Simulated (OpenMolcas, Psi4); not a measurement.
GaCl (SMILES [Cl][Ga]): methods side by side

GaCl: 2 atoms, total charge 0, spin state singlet. SMILES: `[Cl][Ga]`. Geometry: relaxed at PBE0-D4/def2-TZVP.

```xyz
2

Cl    0.0000    0.0000   -0.0236
Ga    0.0000    0.0000    2.1922
```

Each level gives the dipole moment (D). The values are calculated.

```csv
level,kind,program,value (D),CPU time
BLYP/cc-pVTZ,GGA,OpenMolcas,2.25,20 s
revPBE/cc-pVTZ,GGA,OpenMolcas,2.16,20 s
TPSS/cc-pVTZ,meta-GGA,Psi4,2.19,89 s
r2SCAN/cc-pVTZ,meta-GGA,OpenMolcas,2.21,25 s
PBE0/cc-pVTZ,global hybrid,OpenMolcas,2.34,21 s
wB97M-V/cc-pVTZ,range-separated hybrid,Psi4,2.41,50 s
wB97X-V/cc-pVTZ,range-separated hybrid,Psi4,2.40,3.1 min
wB97X/cc-pVTZ,range-separated hybrid,Psi4,2.49,2.9 min
```

All-electron rows without a relativistic Hamiltonian named are non-relativistic. The values span 2.16 to 2.49 D. Magnitudes only. Times are those of the runs behind each value, whatever else they computed, on shared processors of several kinds: orders of magnitude only.
